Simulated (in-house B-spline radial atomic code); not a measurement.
# Ionising Fe7+ with different functionals

Computed with an all-electron radial atomic-structure program (B-spline basis): non-relativistic Hamiltonian, point nucleus, spin-polarised at highest spin, spherical fractional occupations for the functionals, and exact exchange of hybrids averaged over the configuration. The ionisation energy is the difference of two self-consistent energies, [Ar] 3d1 → [Ne] 3s2 3p6, without Breit or QED terms; ε is the level of the shell that loses the electron (its least bound occupied spin orbital).

```csv
method,rung,ΔSCF (eV),-ε(3d) (eV)
PBE0,global hybrid,151.75,141.86
B3LYP,global hybrid,?,?
TPSSh,global hybrid,151.48,139.40
M06-2X,global hybrid,151.79,146.15
BHandHLYP,global hybrid,151.71,145.52
r2SCAN0,global hybrid,?,?
B97-1,global hybrid,151.74,141.24
HSE06,range-separated hybrid,151.70,141.37
wB97X,range-separated hybrid,151.49,143.92
CAM-B3LYP,range-separated hybrid,151.87,143.29
LC-wPBE,range-separated hybrid,151.81,143.89
```

Task: What does B3LYP give?

Result: ΔSCF 151.92 eV, and -ε(3d) = 141.27 eV.

Task: What does r2SCAN0 give?

Result: ΔSCF 151.25 eV, and -ε(3d) = 141.56 eV.

Task: Among the functionals, which spreads more, the ΔSCF values or the orbital energies?

Result: The orbital energies: ΔSCF values span about 0.67 eV and the orbital energies 6.74 eV; here energy differences depend much less on the functional than eigenvalues do.

Task: How do they compare with the NIST value?

Result: NIST lists 151.06 eV ± 0.012 (measured, ground level to ground level). Errors run from +0.19 to +0.86 eV; r2SCAN0 is closest (+0.19 eV), but part of that can be cancellation, since the calculations leave out relativity, Breit-QED terms, multiplet and fine-structure energies.
